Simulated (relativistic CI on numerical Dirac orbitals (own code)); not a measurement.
Mo⁺ (4d5) in a crystal field

Calculated by Dirac-Coulomb-Breit CI, separate exchange-only KLI orbitals for each configuration, QED by a radiative potential, valence Slater integrals scaled by 0.75, one configuration in a parametric crystal field (own radial code).

Field parameters in Wybourne normalisation: D3d B²₀ = −7Dσ, B⁴₀ = −14Dq − 21Dτ, B⁴₃ = −14√(10/7) Dq. The field is a parameter set, without covalency.

S is read from ⟨S²⟩ = S(S + 1).

Powder χT (cm³ K mol⁻¹) by Van Vleck's formula, with temperature-independent terms:

```
                                       Field    2 K    5 K   10 K   20 K   50 K  100 K  200 K  300 K
D3d, 10Dq = 19700, Dσ = -1200, Dτ = 150 cm⁻¹  0.499  0.501  0.505  0.511   0.53  0.561  0.625  0.687
 D3d, 10Dq = 19700, Dσ = -980, Dτ = 150 cm⁻¹  0.498  0.501  0.506  0.515  0.544  0.593  0.689  0.779
 D3d, 10Dq = 19700, Dσ = -760, Dτ = 150 cm⁻¹  0.478  0.482  0.489  0.503  0.544  0.612  0.747  0.864
 D3d, 10Dq = 19700, Dσ = -550, Dτ = 150 cm⁻¹  0.506   0.51  0.517   0.53  0.572   0.64  0.776  0.894
 D3d, 10Dq = 19700, Dσ = -330, Dτ = 150 cm⁻¹  0.546   0.55  0.556  0.568  0.604  0.664  0.783  0.885
 D3d, 10Dq = 19700, Dσ = -110, Dτ = 150 cm⁻¹  0.566  0.569  0.574  0.585  0.618  0.672  0.777  0.865
  D3d, 10Dq = 19700, Dσ = 110, Dτ = 150 cm⁻¹  0.569  0.572  0.577  0.587  0.618  0.668  0.765  0.844
  D3d, 10Dq = 19700, Dσ = 330, Dτ = 150 cm⁻¹  0.564  0.567  0.572  0.581   0.61  0.659  0.751  0.823
```

Problem. For D3d, 10Dq = 19700, Dσ = 110, Dτ = 150 cm⁻¹: what effective moment follows at 300 K?

Solution. μ_eff = √(8χT) = 2.60 μB. The ground level has S = 0.51; the spin-only moment for S = 1/2 is 1.73 μB. The difference comes from the orbital moment, spin-orbit mixing of terms and temperature-independent paramagnetism, all larger in this ionic model than in covalent complexes.
